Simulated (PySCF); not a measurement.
# Computed spin Hamiltonian

Compound: C6H9F2O (doublet state).
Cartesian coordinates in Å at the GFN2-xTB level; atoms count from 1:
```
atom  x, y, z in Å
C1    -1.2432   -1.2505   -1.1444
C2    -0.6466   -0.1782   -0.2960
C3    -1.5997    0.7038    0.4464
F4    -1.3068    0.7707    1.8008
C5     0.7327    0.0039   -0.1925
C6     1.6822   -0.8103   -0.7549
F7     1.4077   -1.9135   -1.4700
C8     1.3144    1.1353    0.6448
O9     1.5947    0.7373    1.9623
H10   -1.0217   -2.2371   -0.7318
H11   -0.8246   -1.2301   -2.1500
H12   -2.3224   -1.1410   -1.2128
H13   -1.5731    1.7430    0.0884
H14   -2.6235    0.3261    0.3803
H15    2.7419   -0.6503   -0.6495
H16    0.6443    2.0037    0.6339
H17    2.2745    1.4414    0.2221
H18    0.7605    0.5521    2.4114
```

The hyperfine couplings belong to this conformer and change with its torsions.

Identity: `C[C](CF)/C(=C\F)CO` [radical].

Method used: UKS B3LYP, pcH-1 on C F H O, non-relativistic, mean-field spin-orbit, GIAO in PySCF. Geometry: GFN2-xTB, one conformer, isolated molecule. Couplings are sensitive to structure, and on GFN2-xTB geometries they can be far from those on DFT ones. The SCF solution wasn't tested for stability. ⟨S²⟩ is 0.776 where a pure state has 0.75.

```
g1, g2, g3        : 2.00218, 2.00343, 2.00413
g_iso             : 2.00325
Form of g         : rhombic: the two nearest values differ by 36 % of g3 − g1
⟨S²⟩              : 0.7764 (exact 0.7500)
α and β electrons : 36, 35
Total energy      : -508.92231 Eh
```

Isotropic coupling and dipolar principal values T1 to T3, in MHz:

```
atom  isotope  a_iso      T1      T2     T3  Mulliken spin population
  C1      13C  -21.3    -1.3     0.3    1.0                     -0.05
  C2      13C   60.5   -54.0   -52.4  106.4                      0.66
  C3      13C  -20.1    -1.9    -0.5    2.3                     -0.03
  F4      19F  158.1   -45.5   -41.2   86.7                      0.02
  C5      13C  -47.4   -28.6    11.3   17.3                     -0.24
  C6      13C   57.7   -50.2   -47.0   97.3                      0.55
  F7      19F   92.0  -167.9  -141.2  309.1                      0.04
  C8      13C    3.9    -0.9    -0.1    1.0                      0.01
  O9      17O    3.0    -2.1    -1.1    3.2                     -0.01
 H10       1H   88.2    -3.4    -1.7    5.1                      0.04
 H11       1H   52.9    -4.2    -0.7    4.9                      0.02
 H12       1H    4.7    -3.0    -2.8    5.8                      0.00
 H13       1H   59.7    -4.7    -1.2    5.8                      0.03
 H14       1H    7.8    -4.1    -2.8    6.9                      0.00
 H15       1H  -41.4   -22.8    -1.2   24.1                     -0.03
 H16       1H   -3.8    -2.2    -0.8    3.1                      0.00
 H17       1H   -3.8    -2.2    -1.4    3.6                      0.00
 H18       1H    1.2    -1.9    -0.7    2.7                      0.00
```

Largest spin populations (Mulliken): C2 (+0.66), C6 (+0.55) and C5 (-0.24). The angles at C2 add up to 360.0°, so it is planar.

Axes: g3 points within 2° of the C5–C6 bond.

Under fast tumbling the dipolar parts average out, and these isotropic splittings remain (the largest six): 1 × 19F (F4, I = 1/2, 2 lines) with 5.64 mT, 1 × 19F (F7, I = 1/2, 2 lines) with 3.28 mT, 3 × 1H (H10/H11/H12, I = 1/2, 4 lines) with 1.73 mT, 1 × 1H (H15, I = 1/2, 2 lines) with 1.48 mT, 2 × 1H (H13/H14, I = 1/2, 3 lines) with 1.20 mT and 2 × 1H (H16/H17, I = 1/2, 3 lines) with 0.14 mT.

Means are taken over nuclei equivalent by connectivity, which assumes that they swap fast. The three 1H nuclei of mean +48.6 MHz run from 4.7 to 88.2 MHz in the frozen geometry. The 1H value of +33.8 MHz is a mean of couplings from 7.8 to 59.7 MHz in this one geometry, not an average over conformers.

The 13C coupling of C2 (60.5 MHz) shows only in satellite lines or after enrichment, since that isotope makes up about 1.07 % of natural carbon.

Examples of negative spin density at the nucleus (bohr⁻³): C5 (-0.0421), C1 (-0.0190) and C3 (-0.0179).

Time: 1.7 min of wall time (with the writing of density and orbital grids); peak memory 0.99 GiB. Hardware: Arm Neoverse V1, one thread, shared host with 64 logical CPUs at a one-minute load of 144.
